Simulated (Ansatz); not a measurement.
Basis-set extrapolation for `FC[S][AlH][F]` (PBE0-D4/def2-TZVP geometry, frozen core, Ansatz 0.2.0). Multiplicity 1, RHF reference.

```json
{"": "HF", "def2-TZVPP": "-878.178816", "def2-QZVPP": "-878.208950"}
{"": "MP2 correlation", "def2-TZVPP": "-0.920660", "def2-QZVPP": "-1.002901"}
{"": "CCSD(T) correlation", "def2-TZVPP": "-0.985876", "def2-QZVPP": "not run"}
```

Energies in hartree. Use E(X) = E(∞) + A·exp(−7.88·√X) for Hartree–Fock and E(X) = E(∞) + B·X^(−2.97) for correlation, with X = 3 and 4, and add CCSD(T) minus MP2 of the smaller set to the MP2 limit.

**Question.** What is the CCSD(T) energy at the basis-set limit?

**Answer.** HF limit: -878.208950 + (-0.030134) × 0.13774 = -878.21310. MP2 limit: -1.002901 + (-0.082241) × 0.74074 = -1.06382. Higher-order term: -0.985876 − (-0.920660) = -0.06522. Total: -879.34214 hartree, 465.9 kJ/mol below CCSD(T)/def2-TZVPP.
